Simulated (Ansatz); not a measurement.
The molecule LiMg, multiplicity 2 (lowest of 2S+1 = 2, 4 at CCSD(T)/def2-TZVPP on PBE0 minima; our sources give no spin for the ground state, which may be another).

```json
[
 {"level": "SVWN5/def2-TZVPP", "bond energy D_e (kJ/mol)": "34.4", "minus CCSD(T)/def2-QZVPP": "16.7"},
 {"level": "PBE/def2-TZVPP", "bond energy D_e (kJ/mol)": "28.5", "minus CCSD(T)/def2-QZVPP": "10.8"},
 {"level": "r2SCAN/def2-TZVPP", "bond energy D_e (kJ/mol)": "32.2", "minus CCSD(T)/def2-QZVPP": "14.5"},
 {"level": "B97M-V/def2-TZVPP", "bond energy D_e (kJ/mol)": "28.6", "minus CCSD(T)/def2-QZVPP": "10.9"},
 {"level": "B3LYP/def2-TZVPP", "bond energy D_e (kJ/mol)": "17.0", "minus CCSD(T)/def2-QZVPP": "-0.7"},
 {"level": "PBE0/def2-TZVPP", "bond energy D_e (kJ/mol)": "25.7", "minus CCSD(T)/def2-QZVPP": "7.9"},
 {"level": "BHLYP/def2-TZVPP", "bond energy D_e (kJ/mol)": "13.6", "minus CCSD(T)/def2-QZVPP": "-4.1"},
 {"level": "CAM-B3LYP/def2-TZVPP", "bond energy D_e (kJ/mol)": "13.8", "minus CCSD(T)/def2-QZVPP": "-3.9"},
 {"level": "wB97X-V/def2-TZVPP", "bond energy D_e (kJ/mol)": "12.7", "minus CCSD(T)/def2-QZVPP": "-5.0"},
 {"level": "wB97M-V/def2-TZVPP", "bond energy D_e (kJ/mol)": "12.5", "minus CCSD(T)/def2-QZVPP": "-5.2"},
 {"level": "B2PLYP/def2-TZVPP", "bond energy D_e (kJ/mol)": "12.8", "minus CCSD(T)/def2-QZVPP": "-4.9"},
 {"level": "CCSD/def2-TZVPP", "bond energy D_e (kJ/mol)": "11.0", "minus CCSD(T)/def2-QZVPP": "-6.7"},
 {"level": "CCSD/def2-QZVPP", "bond energy D_e (kJ/mol)": "15.4", "minus CCSD(T)/def2-QZVPP": "-2.3"},
 {"level": "CCSD(T)/def2-TZVPP", "bond energy D_e (kJ/mol)": "12.8", "minus CCSD(T)/def2-QZVPP": "-4.9"},
 {"level": "CCSD(T)/def2-QZVPP", "bond energy D_e (kJ/mol)": "17.7", "minus CCSD(T)/def2-QZVPP": "0.0"}
]
```

 The comparison column counts from a level with limits of its own.

The rows run from 11.0 (CCSD/def2-TZVPP) to 34.4 kJ/mol (SVWN5/def2-TZVPP). From def2-TZVPP to def2-QZVPP CCSD(T) changes by 4.9. The 11 functionals in def2-TZVPP without D3 or D4 span 21.9, from wB97M-V to SVWN5.

D_e counts from the fitted minimum to each atom's lowest state at the same level, without counterpoise.

Correlated levels freeze the inner cores; with def2 sets outer-core shells near the valence are correlated too.

Run with Ansatz (Gaussian orbitals). Values without a source in brackets are computed.

Ansatz is a quantum-chemistry and plane-wave program.
